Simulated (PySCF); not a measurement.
From computed data to an observable: oscillator strength and radiative lifetime

3-chloro-1H-silole (C4H5ClSi), SMILES ClC1=C[SiH2]C=C1.

Geometry: r2SCAN-D4/def2-SVP.

TDA-PBE/def2-SVPD in PySCF 2.14.0 puts the first singlet state with f over 0.02 at 4.28 eV (vertical), with the transition dipole (0.674, 0.151, 0.000) in atomic units.

### Question
Find the oscillator strength, the wavelength and the radiative lifetime that this transition would have in vacuum if emission retraced absorption.

### Answer

|μ|² = 0.4771 au, so |μ| = 1.76 D. ΔE = 4.28/27.211 = 0.1573 hartree. f = (2/3) ΔE |μ|² = 0.050 (the program prints 0.050).
λ = 1239.84/4.28 = 290 nm; ν = 34521 cm⁻¹.
Einstein's coefficient A = 0.6670 ν² f s⁻¹ (ν in cm⁻¹) = 4.0e7 s⁻¹, so τ = 1/A = 25 ns. This state is S1. The figure is the radiative limit of this one transition; relaxation, internal conversion, crossing to triplets and a medium change what is measured.
